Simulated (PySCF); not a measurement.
A species of formula C2H8N2OSi has this rotational fingerprint, computed with PBE0-D3(BJ)/def2-SVP geometry optimisation, gas phase in PySCF 2.14.0:

| Property | Result |
| --- | --- |
| Rotational constants | A = 5645, B = 1771, C = 1463 MHz |
| Dipole components | \|μa\| = 2.36 D, \|μb\| = 1.56 D, \|μc\| = 0.19 D |
| Inertial defect | -29.59 u·Å² |
| κ | -0.85 |

Question: Which structure is it? (One computed conformer of each.)
A. `[CH3:1][NH:2][SiH2:3][C:4]([NH2:5])=[O:6]` with C1–N2–Si3–C4 -74°, N2–Si3–C4–N5 -15°
B. `[CH3:1][C:2](=[O:3])[SiH:4]([NH2:5])[NH2:6]` with C1–C2–Si4–N5 -171°, C2–Si4–N5–H -13° and -166°, C2–Si4–N6–H -78° and 131°
C. `[NH2:1][SiH:2]([NH2:3])[CH2:4][CH:5]=[O:6]` with H–N1–Si2–N3 64° and -150°, N1–Si2–N3–H -154° and 49°, N1–Si2–C4–C5 60°, Si2–C4–C5–O6 -72°

Answer: C. It is N[SiH](N)CC=O, an asymmetric top, point group C1. The candidates at the same level (rigid rotor, commonest isotopes):

```json
{"SMILES": "N[SiH](N)CC=O", "A (MHz)": "5645", "B (MHz)": "1771", "C (MHz)": "1463", "μa (D)": "2.36", "μb (D)": "1.56", "μc (D)": "0.19", "Δ (u·Å²)": "-29.59", "point group": "C1", "rotor": "asymmetric top"}
{"SMILES": "CN[SiH2]C(N)=O", "A (MHz)": "4786", "B (MHz)": "1835", "C (MHz)": "1502", "μa (D)": "3.77", "μb (D)": "2.15", "μc (D)": "1.47", "Δ (u·Å²)": "-44.44", "point group": "C1", "rotor": "asymmetric top"}
{"SMILES": "CC(=O)[SiH](N)N", "A (MHz)": "3791", "B (MHz)": "2311", "C (MHz)": "1579", "μa (D)": "2.14", "μb (D)": "1.64", "μc (D)": "0.11", "Δ (u·Å²)": "-32.03", "point group": "C1", "rotor": "asymmetric top"}
```

`CN[SiH2]C(N)=O` has A 15 % too low; `CC(=O)[SiH](N)N` has A 33 % too low. No structure here is proved a minimum.
